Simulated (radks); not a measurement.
The numbers below are computed, except where a source is named.
The silicon ion Si2+ inside a hard spherical wall (all orbitals vanish at R), configuration held at [Ne] 3s2 and not refilled when levels cross. Code: a radial shooting solver on a logarithmic mesh with Libxc functionals. Model: non-relativistic Kohn-Sham, LDA (Slater exchange, Perdew-Wang correlation), spin-polarised, spherical densities, point nucleus. Eigenvalues in eV for spin up, with the zero of energy where the potential of the charges vanishes at infinity; a dash marks a level that is unbound or too diffuse for the functional's potential to be trusted. A positive occupied level is held by the wall or, in an anion where self-interaction has pushed it up, behind a barrier. The pressure on the wall is -dE/dV.

R (bohr)  E (hartree)  kinetic (hartree)    e(1s)    e(2s)    e(2p)    e(3s)  e(3p, empty)  e(3d, empty)  pressure (GPa)
free       -287.31346            286.650  -1795.7  -159.42  -117.02  -28.599       -20.664       -10.786               0
15         -287.31346            286.650  -1795.7  -159.42  -117.02  -28.599       -20.664       -10.786        < 0.0001
10         -287.31346            286.650  -1795.7  -159.42  -117.02  -28.599       -20.664       -10.783        < 0.0001
8          -287.31346            286.650  -1795.7  -159.42  -117.02  -28.599       -20.663       -10.748        0.000410
7          -287.31341            286.651  -1795.7  -159.42  -117.02  -28.596       -20.655       -10.656         0.00630
5          -287.30756            286.709  -1795.5  -159.19  -116.79  -28.394       -20.282        -9.456            1.23
4          -287.26362            287.006  -1794.3  -158.19  -115.78  -27.305       -18.637        -6.605            15.0
3.5        -287.17686            287.458  -1792.8  -156.89  -114.48  -25.517       -16.221        -3.341            51.8
3          -286.94814            288.421  -1790.1  -154.58  -112.14  -21.346       -11.041         2.608             186
2.5        -286.33435            290.555  -1785.0  -150.57  -108.07  -11.201         0.525        13.912             734
2          -284.54728            295.936  -1774.5  -143.12  -100.34   15.924        28.757        37.263            3540
